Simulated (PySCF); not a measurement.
# Electronic structure of Cu²⁺ (copper, charge +2) at the PBE0 level

Configuration: [Ar] 3d8 4p1, one real determinant (an excited configuration). All numbers are calculated (PySCF 2.14, scalar relativity by spin-free X2C-1e, in ANO-RCC-VQZP (7s6p4d3f2g1h, 95 functions)).

```
Total energy                                                  : -1652.960 hartree
One-electron energy                                           : -2269.861 hartree
Hartree (Coulomb) energy                                      : 683.769 hartree
Exchange-correlation energy                                   : -66.868 hartree
⟨S²⟩                                                          : 3.7506
⟨L²⟩                                                          : 14.010
Sum of ⟨r⟩                                                    : 17.14 bohr
Sum of ⟨r²⟩                                                   : 20.77 bohr²
Traceless quadrupole moment −½Σ⟨3z² − r²⟩ along its main axis : -3.12 e·bohr²
Langevin diamagnetic susceptibility                           : -16.5 ×10⁻⁶ cm³/mol
Time after the integrals                                      : 3.9 s of wall time on 1 thread of Neoverse-N1 (shared host)
```

```tsv
shell	electrons	mean orbital energy (hartree)	spread (hartree)	rms radius, mean of both spins (bohr)
1s α	1	-328.14707	0	0.0601
1s β	1	-328.14481	0	0.0601
2s α	1	-41.05023	0	0.255
2s β	1	-40.99230	0	0.255
2p α	3	-35.57434	0.00160	0.228
2p β	3	-35.52471	0.00568	0.228
3s α	1	-5.81004	0	0.758
3s β	1	-5.68241	0	0.758
3p α	3	-4.18008	0.00857	0.800
3p β	3	-4.04201	0.01724	0.800
3d α	5	-1.55263	0.06495	0.974
3d β	3	-1.47182	0.01391	0.974
4p α	1	-0.71520	0	2.78
```

⟨L²⟩ = 14.01 against 20 for a pure G term, so this real determinant mixes terms.

Densities and radii are taken from the X2C orbitals without a picture-change correction, which distorts them close to the nucleus.
